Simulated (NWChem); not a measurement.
System: SiH₂OCl₂; SMILES Cl[SiH](O)Cl

```xyz
6

Si    -0.4289     0.4192     0.0000
O     -1.8976    -0.3113     0.0000
Cl     0.6627    -0.1246     1.6559
Cl     0.6627    -0.1246    -1.6559
H     -0.6599     1.8734     0.0000
H     -1.9368    -1.2732     0.0000
```
Atoms are numbered in this order, from 1.

Program: NWChem. Geometry: optimised at PBE0/def2-SVP. Level: PBE0/def2-SVP with SMD (1 M gas to 1 M solution), gas-phase geometry. Reactions with the solvent are ignored.

Q: What does the run give for solvent water? Quantities: solvation free energy (kcal/mol); cavity-dispersion-structure term (kcal/mol); dipole in solution (D).

A: 
```json
{
 "solvation free energy (kcal/mol)": "-3.9",
 "cavity-dispersion-structure term (kcal/mol)": "1.9",
 "dipole in solution (D)": "1.36"
}
```
